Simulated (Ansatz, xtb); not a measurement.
## Relaxing a trial structure of H4Si2Zn

The starting geometry of this gas-phase singlet has its atoms placed at random.

```yaml
atoms:
  - { symbol: Si, position_ang: [-1.3409, 0.0177, 1.4972] }
  - { symbol: Si, position_ang: [0.7215, -0.5689, -0.0475] }
  - { symbol: Zn, position_ang: [-2.2784, 0.2115, -0.3378] }
  - { symbol: H, position_ang: [-0.6884, 1.6486, 0.7622] }
  - { symbol: H, position_ang: [-0.0403, -1.2197, 0.6416] }
  - { symbol: H, position_ang: [-0.5985, 0.1738, -1.6478] }
  - { symbol: H, position_ang: [-0.8215, -0.7226, -0.6188] }
```

Q: One run relaxed it with r2SCAN-D4/def2-SVP. What is a likely outcome?

A: It ends as a structure with H5 bridging Si1 and Si2, given below by its coordinates. Distances that change by over a tenth: Si1–Si2 (2.64 → 3.29 Å), Si1–Zn3 (2.07 → 2.34 Å), Si1–H5 (1.99 → 1.78 Å), Si2–Zn3 (3.11 → 2.68 Å), Si2–H5 (1.22 → 1.70 Å), Zn3–H7 (1.75 → 2.11 Å). Contacts that close: Si1–H4 (1.90 → 1.54 Å), Si2–H6 (2.20 → 1.56 Å).

The energy falls by 7.36 eV over 13 steps:

```tsv
step	E − E(last) (eV)
1	7.362
2	4.162
4	1.728
5	0.925
6	0.377
8	0.027
9	0.013
10	0.002
12	0.000
13	0.000
```

Final geometry (Å):

```yaml
atoms:
  - { symbol: Si, position_ang: [-1.4312, 0.2093, 1.7451] }
  - { symbol: Si, position_ang: [0.4733, -0.7836, -0.7442] }
  - { symbol: Zn, position_ang: [-2.0583, 0.0496, -0.4997] }
  - { symbol: H, position_ang: [-0.9396, 1.6184, 1.3673] }
  - { symbol: H, position_ang: [-0.0489, -0.4334, 0.8306] }
  - { symbol: H, position_ang: [-0.2037, 0.4633, -1.3996] }
  - { symbol: H, position_ang: [-0.8381, -1.5833, -1.0504] }
```

From the same start GFN2-xTB ends elsewhere, differing in Si1–H5 (3.44 against 1.78 Å here), Si2–H6 (3.61 against 1.56 Å here), Zn3–H6 (1.57 against 2.10 Å here).

From so rough a start the end depends on the optimiser's path, so another program may land elsewhere. The end wasn't checked by frequencies. Run with Ansatz 0.2.0, 20 s on 1 thread of AMD EPYC 9R45 96-Core Processor (Zen 5), with other jobs on the host.
